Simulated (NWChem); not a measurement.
System: HSeOI; SMILES O[Se]I

```xyz
4

Se     0.3835     1.3213     0.0018
I     -0.0231    -1.1851     0.0045
O     -1.2762     1.9829     0.0677
H     -1.6058     2.0201    -0.8416
```
Atoms are numbered in this order, from 1.

Program: NWChem. Structure relaxed at the PBE0/def2-SVP level. Not confirmed as a minimum by frequencies. def2 effective core potentials on I; no spin-orbit coupling. Ions are spin-unrestricted doublets at the neutral geometry; other ion states weren't tried.

For level PBE/def2-SVP:

| Item | Value |
|---|---|
| vertical ionisation energy, ΔSCF (eV) | 8.45 |
| −ε(HOMO) (eV) | 5.29 |

**Question.** How do the values read with level B3LYP/def2-SVP instead?

**Answer.** The vertical ionisation energy, ΔSCF (eV) comes out as 8.72 and the −ε(HOMO) (eV) is 6.26.
